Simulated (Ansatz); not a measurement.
Ideal-gas functions of Cl$_{2}$GeH$_{4}$OSi (`[OH][Ge]([SiH3])([Cl])[Cl]`) at 600 K and 1 bar, from an Ansatz frequency run at PBE0-D4/def2-TZVP.

Molar mass 191.63 g/mol, point group Cs (symmetry number 1), electronic degeneracy 1, moments of inertia 312.065, 351.655, 462.108 u Å². Harmonic wavenumbers (cm⁻¹, unscaled): 79, 83, 100, 149, 154, 199, 249, 347, 422, 426, 519, 522, 728, 853, 921, 930, 931, 2244, 2265, 2267, 3873.

Use S(trans) = R[1.5 ln M + 2.5 ln T − 1.1517]; rotational temperatures θ = 24.2544 K / I; S(rot) = R[ln(√π/σ · √(T³/θAθBθC)) + 1.5]; for each mode x = 1.438777 ν̃/T, S = R[x/(eˣ − 1) − ln(1 − e⁻ˣ)] and H = RT x/(eˣ − 1); 1 cm⁻¹ = 0.0119627 kJ/mol; R = 8.31446 J/(mol·K).

By hand: the entropy, in J/(mol·K).

Translation 188.9. Rotation: θ = 0.0777, 0.069, 0.0525 K, giving 131.0. Vibration, mode by mode: 22.16, 21.75, 20.21, 16.92, 16.64, 14.54, 12.72, 10.08, 8.56, 8.49, 7.01, 6.97, 4.66, 3.68, 3.23, 3.18, 3.17, 0.25, 0.24, 0.23, 0.01, in all 184.7. Electronic 0.0. Sum 504.6 J/(mol·K).

By hand: H − E and G − E in kJ/mol, counted from the electronic energy.

Zero-point energy ½ × 18261 × 0.0119627 = 109.2; thermal vibration 51.0; translation, rotation and pV give 4 RT = 20.0. H − E = 180.2 kJ/mol, and G − E = 180.2 − 600 × 504.6/1000 = -122.6 kJ/mol.

Vibration gives 37 % of the entropy, 81.0 J/(mol·K) of it from the modes under 150 cm⁻¹: soft modes count most, and the harmonic formula is weakest for them. The sum counts one conformer and one mirror image; others add a mixing term.
